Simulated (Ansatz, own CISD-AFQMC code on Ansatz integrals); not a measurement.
H3BSi2, SMILES `B1[SiH]=[SiH]1` (charge 0, multiplicity 1).

Cartesian coordinates (Å):
SMILES: B1[SiH]=[SiH]1
```xyz
6

B     -0.0128     1.0914     0.1076
Si     1.0615    -0.4931     0.0154
Si    -1.0497    -0.5205     0.1030
H     -0.0267     2.2784     0.1434
H      2.4006    -1.1470    -0.0603
H     -2.3729    -1.2091     0.1378
```
Charge 0, spin multiplicity 1.

Frozen-core correlation energies in cc-pVDZ at a geometry from PBE0-D3(BJ)/def2-TZVP, on an HF energy of -604.17928 Ha (<S^2> = 0.00). Wave-function levels are from Ansatz, the walk from an own CISD-AFQMC code on Ansatz integrals (time step 0.005/Ha, trial state from CCSD amplitudes, largest double 0.08).

| level | correlation energy (mHa) |
|---|---|
| MP2 | -272.5 |
| CCSD | -308.8 |
| CCSD(T) | -324.5 |
| CCSDT(Q) | -327.1 |

**Question.** What correlation energy does phaseless AFQMC give, and where does it lie among these levels?

**Answer.** -326.0 ± 0.4 mHa (one standard error). AFQMC minus each level: MP2 -53.5 mHa, CCSD -17.3 mHa, CCSD(T) -1.5 mHa, CCSDT(Q) +1.1 mHa.
